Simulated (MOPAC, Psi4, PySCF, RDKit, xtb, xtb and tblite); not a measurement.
Two geometries of SMILES C=CCCN (C4H9N), singlet, relaxed at GFN2-xTB with one dihedral held; other torsions can differ between them too.

Structure A

```
14

C     -2.3566     0.4111     0.1000
C     -1.3636    -0.2665    -0.4449
C     -0.0412    -0.5010     0.2140
C      1.0991     0.3508    -0.4264
N      0.6871     1.4448    -1.2825
H     -2.2788     0.8313     1.0900
H     -3.2913     0.5684    -0.4114
H     -1.4724    -0.6796    -1.4410
H     -0.1295    -0.2421     1.2713
H      0.2204    -1.5579     0.1451
H      1.7336    -0.2973    -1.0377
H      1.7219     0.7716     0.3658
H      0.1534     1.0977    -2.0715
H      0.0917     2.0890    -0.7719
```

Structure B

```
14

C     -2.3642     0.4001     0.1242
C     -1.3581    -0.2413    -0.4400
C     -0.0401    -0.4926     0.2200
C      1.0976     0.3449    -0.4276
N      0.7033     1.6181    -0.9964
H     -2.3033     0.7726     1.1343
H     -3.2941     0.5733    -0.3907
H     -1.4479    -0.6058    -1.4569
H     -0.1228    -0.2267     1.2769
H      0.2181    -1.5506     0.1535
H      1.5460    -0.2315    -1.2428
H      1.8752     0.5336     0.3155
H      0.0065     1.4788    -1.7201
H      0.2850     2.2082    -0.2840
```

Q: Which is lower in energy at the level M06-2X/def2-TZVP // GFN2-xTB in Psi4, and by how much?

A: B is lower, by 1.74 kcal/mol (dihedral C2–C3–C4–N5: 15° in A, 30° in B).

E(B) − E(A) in kcal/mol at the other levels, on the same two geometries: GFN2-xTB (xtb and tblite) -1.33; MMFF94 // GFN2-xTB (RDKit) -1.66; PBE/def2-TZVP // GFN2-xTB (Psi4) -1.64; PBE-D3(BJ)/def2-TZVP // GFN2-xTB (Psi4) -1.66; UFF // GFN2-xTB (RDKit) -1.76; PM6, restricted, heats of formation // GFN2-xTB (MOPAC) -0.70; AM1, restricted, heats of formation // GFN2-xTB (MOPAC) -0.78; GFN1-xTB // GFN2-xTB (xtb) -0.92; restricted B3LYP/6-31G*, spherical d // GFN2-xTB (PySCF) -1.66; restricted MP2 (frozen core)/6-31G*, spherical d // GFN2-xTB (PySCF) -1.88; restricted B3LYP/3-21G // GFN2-xTB (PySCF) -1.51; restricted Hartree-Fock/STO-3G // GFN2-xTB (PySCF) -1.47.
